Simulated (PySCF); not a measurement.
Isomers of C6H11NSi, from PBE0-D3(BJ)/def2-SVP geometry optimisation, gas phase in PySCF. One conformer each, no zero-point energy, no frequencies.

Question: Which is lower in electronic energy at this level?
A. `[N:1]#[C:2][C@H:3]1[CH2:4][CH2:5][CH2:6][CH2:7][SiH2:8]1` with C2–C3–C4–C5 63°, C3–C4–C5–C6 65°, C4–C5–C6–C7 -63°, C5–C6–C7–Si8 56°: A = 2184, B = 1557, C = 1257 MHz, dipole 3.85 D
B. `CN(C)C1=C[SiH2]C=C1`: A = 3694, B = 1142, C = 904.0 MHz, dipole 2.65 D

Answer: A. That is `C([C@H]1CCCC[SiH2]1)#N`, 27.7 kcal/mol below the other.

| SMILES | mapped SMILES | E (Eh) | relative (kcal/mol) | relative (kJ/mol) | dipole (D) |
| --- | --- | --- | --- | --- | --- |
| N#C[C@H]1CCCC[SiH2]1 | [N:1]#[C:2][C@H:3]1[CH2:4][CH2:5][CH2:6][CH2:7][SiH2:8]1 | -578.75165 | 0.0 | 0.0 | 3.85 |
| CN(C)C1=C[SiH2]C=C1 | [CH3:1][N:2]([CH3:3])[C:4]1=[CH:5][SiH2:6][CH:7]=[CH:8]1 | -578.70754 | 27.7 | 115.8 | 2.65 |

As drawn, the lower has a C≡N group, which the higher lacks; the higher has a C=C bond outside aromatic rings, which the lower lacks.
